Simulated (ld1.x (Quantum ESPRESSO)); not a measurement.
silver: excitation energies, all-electron against TM semilocal

ld1.x (Quantum ESPRESSO) 7.5 input, shortened:

```
&input
   title='Ag', zed=47., rel=1, dft='BP', iswitch=3,
   config='[Kr] 4d10 5s0.5 5p0'
 /
 &inputp
   pseudotype=1, tm=.true., lloc=2,
   nlcc=.true.
 /
3
4S  1  0   2.00   0.00  1.45  1.45  0.0
4P  2  1   6.00   0.00  1.60  1.60  0.0
4D  3  2  10.00   0.00  1.15  1.15  0.0
 &test
   configts(1)='4s2 4p6 4d10 5s0.5 5p0'
 /
```

Occupied shells without a wave of their own: 5s. They enter only through the test configuration that unscreens the potential, and ld1.x also counts them in the model core charge.

Energies are relative to the spin-unpolarised reference configuration 4s2 4p6 4d10 5s0.5 5p0; without spin polarisation the order of configurations can differ from experiment.

ld1.x takes every shell without a wave as core, so the model core holds the 5s electrons as well and exchange and correlation see them twice. This cancels in the reference configuration, but the file is broken for other ones, and its errors say nothing about a proper core correction.

| valence configuration | charge | ΔE all-electron (eV) | error AE − PS (meV) |
| --- | --- | --- | --- |
| 4s2 4p6 4d10 5s1 5p0 | 0 | -3.105 | +674 |
| 4s2 4p6 4d10 5s0 5p0 | +1 | 4.796 | -950 |
| 4s2 4p6 4d9 5s0 5p0 | +2 | 27.014 | -1458 |
| 4s2 4p6 4d9 5s1 5p0 | +1 | 10.181 | +1065 |
| 4s2 4p6 4d8 5s0 5p0 | +3 | 63.292 | -2048 |
| 4s2 4p6 4d9 5s2 5p0 | 0 | 0.907 | +2494 |
| 4s2 4p5 4d10 5s1 5p0 | +1 | 62.276 | +1105 |

These tests converged, but a pseudo level misses the all-electron one widely, so the file describes the atom poorly there or has found another state: 4s2 4p6 4d10 5s1 5p0: 5s by 1.1 eV; 4s2 4p6 4d10 5s0 5p0: empty 5s by 2.2 eV; 4s2 4p6 4d9 5s0 5p0: empty 5s by 3.2 eV; 4s2 4p6 4d8 5s0 5p0: empty 5s by 4.3 eV; 4s2 4p5 4d10 5s1 5p0: 5s by 2.1 eV.

The potential misses its own reference levels by up to 1.6 eV, so it is not fit for use.
